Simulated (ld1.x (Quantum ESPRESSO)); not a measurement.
## B (Z = 5): TM pseudisation with PW91, non-relativistic reference atom.

The input file (ld1.x (Quantum ESPRESSO) 7.5):

```
&input
   title='B', zed=5., rel=0, dft='PW91', iswitch=3,
   config='[He] 2s2 2p0.5 3d-2',
   nld=3, rlderiv=2.55, eminld=-3.0, emaxld=5.0, deld=0.02
 /
 &inputp
   pseudotype=2, tm=.true., lloc=2,
   nlcc=.true., new_core_ps=.true.,
   file_pseudopw='B.UPF', file_wfcaegen='ae.wfc', file_wfcncgen='nc.wfc', file_beta='beta', file_chi='chi'
 /
3
2S  1  0   2.00   0.00  1.10  1.10  0.0
2P  2  1   0.50   0.00  2.30  2.30  0.0
3D  3  2  -2.00   0.50  2.35  2.35  0.0
 &test
   configts(1)='2s2 2p0.5'
 /
```

Command:

```bash
ld1.x < B.in > B.out
```

Resulting log (shortened: banner, matrices, multipoles, cross overlaps and the repeated all-electron block are left out):

```
Program LD1 v.7.5
     --------------------------- All-electron run ----------------------------

     B

     atomic number is  5.00
     dft =PW91   lsd =0 sic =0 latt =0  beta=0.20 tr2=1.0E-14
     Exchange-correlation= PW91
                           (   1   4   2   2   0   0   0)
     mesh =1059 r(mesh) = 101.04461 a.u. xmin = -7.00 dx = 0.01250
     1 Ry =  13.60569312 eV

     n l     nl                  e(Ry)          e(Ha)          e(eV)
     1 0     1S 1( 2.00)       -13.7211        -6.8606      -186.6853
     2 0     2S 1( 2.00)        -1.0415        -0.5208       -14.1707
     2 1     2P 1( 0.50)        -0.5982        -0.2991        -8.1394

     final scf error:  1.6E-15 reached in  19 iterations

     Etot =     -49.026177 Ry,     -24.513088 Ha,    -667.035117 eV

     Ekin =      48.841698 Ry,      24.420849 Ha,     664.525157 eV
     Encl =    -111.723163 Ry,     -55.861581 Ha,   -1520.071065 eV
     Eh   =      21.266848 Ry,      10.633424 Ha,     289.350203 eV
     Exc  =      -7.411560 Ry,      -3.705780 Ha,    -100.839412 eV

     normalization and overlap integrals

     s(1S/1S) =  1.000000  <r> =   0.3293  <r2> =    0.1473  r(max) =   0.2103
     s(2S/2S) =  1.000000  <r> =   1.8640  <r2> =    4.1533  r(max) =   1.4778
     s(2P/2P) =  1.000000  <r> =   2.0330  <r2> =    5.2210  r(max) =   1.4778

     ------------------------ End of All-electron run ------------------------

     --------------------- Generating NC pseudopotential ---------------------

      Generating local pot.: lloc=2, matching radius rcloc =   2.3500

      Computing core charge for nlcc:

       r > 0.70 : true rho core
      Core charge pseudized with two Bessel functions
      Integrated core pseudo-charge :   0.98

      Wfc   2S  rcut= 1.095  Using Troullier-Martins method

      Wfc   2P  rcut= 2.318  Using Troullier-Martins method

     ------------------- End of pseudopotential generation -------------------

     Computing logarithmic derivative in   2.54551
     Computing logarithmic derivative in   2.54551
     Computing the partial wave expansion
     R is outside the sphere for l=    0 j= 0.00
     R is outside the sphere for l=    1 j= 0.00
       no projector for channel:   2

     ---------------------- Testing the pseudopotential ----------------------

     B

     atomic number is  5.00   valence charge is  3.00
     dft =PW91   lsd =0 sic =0 latt =0  beta=0.20 tr2=1.0E-14
     mesh =1059 r(mesh) = 101.04461 xmin = -7.00 dx = 0.01250

     n l     nl             e AE (Ry)        e PS (Ry)    De AE-PS (Ry)
     1 0     2S   1( 2.00)       -1.04153       -1.04153       -0.00000
     2 1     2P   1( 0.50)       -0.59824       -0.59824       -0.00000

     eps = 9.9E-16  iter =  4

     Etot =     -49.026177 Ry,     -24.513088 Ha,    -667.035117 eV
     Etotps =    -6.641008 Ry,      -3.320504 Ha,     -90.355518 eV

     Ekin =       2.023579 Ry,       1.011790 Ha,      27.532201 eV
     Encl =      -9.202521 Ry,      -4.601261 Ha,    -125.206683 eV
     Ehrt =       2.986199 Ry,       1.493100 Ha,      40.629311 eV
     Ecxc =      -3.097416 Ry,      -1.548708 Ha,     -42.142493 eV
     (Ecc =      -1.627623 Ry,      -0.813812 Ha,     -22.144946 eV)
     Epseu=       0.649151 Ry,       0.324575 Ha,       8.832146 eV

     ---------------------- End of pseudopotential test ----------------------
```

Generation and configuration tests took about 0.91 s on one core of a shared server CPU.

Transferability test of the new file with ld1.x, input:

```
&input
   title='B', zed=5., rel=0, dft='PW91', iswitch=2,
   config='[He] 2s2 2p0.5 3d-2'
 /
 &test
   file_pseudo='B.UPF', nconf=8,
   configts(1)='2s2 2p0.5',
   configts(2)='2s2 2p1',
   configts(3)='2s2 2p0',
   configts(4)='2s1 2p0',
   configts(5)='2s0 2p3',
   configts(6)='2s2 2p1.3',
   configts(7)='2s1 2p2',
   configts(8)='2s1 2p1'
 /
```

```bash
ld1.x < B.test.in > B.test.out
```

Pseudopotential blocks of its output, shortened (energy terms left out):

```
     ---------------------- Testing the pseudopotential ----------------------

     n l     nl             e AE (Ry)        e PS (Ry)    De AE-PS (Ry)
     1 0     2S   1( 2.00)       -1.04153       -1.04153       -0.00000
     2 1     2P   1( 0.50)       -0.59824       -0.59824       -0.00000

     eps = 3.7E-16  iter =  4

     Etot =     -49.026177 Ry,     -24.513088 Ha,    -667.035116 eV
     Etotps =    -6.641008 Ry,      -3.320504 Ha,     -90.355519 eV

     ---------------------- End of pseudopotential test ----------------------

          ---------------------- Testing the pseudopotential ----------------------

     n l     nl             e AE (Ry)        e PS (Ry)    De AE-PS (Ry)
     1 0     2S   1( 2.00)       -0.69695       -0.69716        0.00022
     2 1     2P   1( 1.00)       -0.26858       -0.26934        0.00076

     eps = 3.0E-15  iter =  9

     Etot =     -49.240232 Ry,     -24.620116 Ha,    -669.947486 eV
     Etotps =    -6.855358 Ry,      -3.427679 Ha,     -93.271900 eV
     dEtot_ae =      -0.214055 Ry
     dEtot_ps =      -0.214350 Ry,   Delta E=       0.000295 Ry

     ---------------------- End of pseudopotential test ----------------------

          ---------------------- Testing the pseudopotential ----------------------

     n l     nl             e AE (Ry)        e PS (Ry)    De AE-PS (Ry)
     1 0     2S   1( 2.00)       -1.43701       -1.43433       -0.00269
     2 1     2P   1( 0.00)       -0.98602       -0.98141       -0.00461

     eps = 5.1E-15  iter =  8

     Etot =     -48.632347 Ry,     -24.316173 Ha,    -661.676786 eV
     Etotps =    -6.248105 Ry,      -3.124053 Ha,     -85.009803 eV
     dEtot_ae =       0.393830 Ry
     dEtot_ps =       0.392903 Ry,   Delta E=       0.000927 Ry

     ---------------------- End of pseudopotential test ----------------------

          ---------------------- Testing the pseudopotential ----------------------

     n l     nl             e AE (Ry)        e PS (Ry)    De AE-PS (Ry)
     1 0     2S   1( 1.00)       -2.31574       -2.30926       -0.00648  !
     2 1     2P   1( 0.00)       -1.87585       -1.85601       -0.01984  !

     eps = 5.8E-17  iter =  9

     Etot =     -46.761027 Ry,     -23.380514 Ha,    -636.216186 eV
     Etotps =    -4.381325 Ry,      -2.190662 Ha,     -59.610961 eV
     dEtot_ae =       2.265150 Ry
     dEtot_ps =       2.259683 Ry,   Delta E=       0.005466 Ry

     ---------------------- End of pseudopotential test ----------------------

          ---------------------- Testing the pseudopotential ----------------------

     n l     nl             e AE (Ry)        e PS (Ry)    De AE-PS (Ry)
     1 0     2S   1( 0.00)       -0.76052       -0.76223        0.00171
     2 1     2P   1( 3.00)       -0.32923       -0.33069        0.00146

     eps = 1.8E-15  iter = 12

     Etot =     -48.379849 Ry,     -24.189925 Ha,    -658.241383 eV
     Etotps =    -5.995270 Ry,      -2.997635 Ha,     -81.569801 eV
     dEtot_ae =       0.646327 Ry
     dEtot_ps =       0.645738 Ry,   Delta E=       0.000589 Ry

     ---------------------- End of pseudopotential test ----------------------

          ---------------------- Testing the pseudopotential ----------------------

     n l     nl             e AE (Ry)        e PS (Ry)    De AE-PS (Ry)
     1 0     2S   1( 2.00)       -0.52159       -0.52145       -0.00015
     2 1     2P   1( 1.30)       -0.10463       -0.10506        0.00043

     eps = 9.9E-15  iter = 11

     Etot =     -49.295480 Ry,     -24.647740 Ha,    -670.699171 eV
     Etotps =    -6.910793 Ry,      -3.455396 Ha,     -94.026123 eV
     dEtot_ae =      -0.269303 Ry
     dEtot_ps =      -0.269784 Ry,   Delta E=       0.000481 Ry

     ---------------------- End of pseudopotential test ----------------------

          ---------------------- Testing the pseudopotential ----------------------

     n l     nl             e AE (Ry)        e PS (Ry)    De AE-PS (Ry)
     1 0     2S   1( 1.00)       -0.73160       -0.73258        0.00097
     2 1     2P   1( 2.00)       -0.30125       -0.30236        0.00111

     eps = 4.3E-15  iter = 10

     Etot =     -48.810741 Ry,     -24.405371 Ha,    -664.103969 eV
     Etotps =    -6.426218 Ry,      -3.213109 Ha,     -87.433143 eV
     dEtot_ae =       0.215435 Ry
     dEtot_ps =       0.214791 Ry,   Delta E=       0.000645 Ry

     ---------------------- End of pseudopotential test ----------------------

          ---------------------- Testing the pseudopotential ----------------------

     n l     nl             e AE (Ry)        e PS (Ry)    De AE-PS (Ry)
     1 0     2S   1( 1.00)       -1.44320       -1.44607        0.00288
     2 1     2P   1( 1.00)       -0.99304       -0.99391        0.00087

     eps = 8.7E-17  iter =  9

     Etot =     -48.181747 Ry,     -24.090874 Ha,    -655.546069 eV
     Etotps =    -5.795550 Ry,      -2.897775 Ha,     -78.852481 eV
     dEtot_ae =       0.844429 Ry
     dEtot_ps =       0.845458 Ry,   Delta E=      -0.001028 Ry

     ---------------------- End of pseudopotential test ----------------------
```
